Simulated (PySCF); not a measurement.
Excitation energy of As by level of theory

As [Ar] 3d10 4s2 4p3 (4S) → As [Ar] 3d10 4s1 4p3 4d1 (6D), as a difference of total energies. All numbers are calculated (PySCF 2.14, scalar relativity by spin-free X2C-1e, in x2c-TZVPPall with one added diffuse shell each of s, p, d type (7s6p5d1f, 57 functions)). Correlated levels: valence and next inner shell: [Ne] frozen. The calculations carry no spin-orbit coupling.

```
                                method  excitation energy (eV)
                                   UHF                  13.108
    MP2 (valence and next inner shell)                  14.714
SCS-MP2 (valence and next inner shell)                  14.982
   CCSD (valence and next inner shell)                  14.783
CCSD(T) (valence and next inner shell)                  14.878
```

Problem. How much does correlation contribute at CCSD(T) (valence and next inner shell)?

Solution. 14.878 − (13.108) = 1.770 eV, measured against UHF.

The upper state lies above the first ionisation limit, but in LS coupling its spin forbids autoionisation to the ground ion.

The promoted electron is Rydberg-like, and one or two diffuse shells describe it only roughly, which tends to raise the upper state.
